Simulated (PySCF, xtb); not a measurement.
Si(F)3(Et) (C₂H₅F₃Si), SMILES F[Si](CC)(F)F. Other conformers were not sampled.

Harmonic wavenumbers (cm⁻¹) from GFN2-xTB (xtb) at its own minimum, in rising order: 36, 114, 144, 206, 214, 261, 266, 347, 676, 730, 881, 916, 919, 997, 1033, 1070, 1229, 1302, 1421, 1464, 1503, 1505, 2968, 2984, 3037, 3042, 3048.

Question: What does PySCF 2.14.0 with PBE0-D3(BJ)/def2-SVP give at its own minimum? (An estimate is asked for; the answer gives what the named calculation found.)

Answer: 48, 125, 170, 253, 259, 322, 342, 404, 669, 698, 888, 947, 966, 1000, 1005, 1061, 1245, 1282, 1397, 1422, 1478, 1479, 3063, 3069, 3123, 3160, 3160. Paired by order, the mean absolute difference is 43 cm⁻¹ and the zero-point energies are 46.2 and 47.2 kcal/mol.
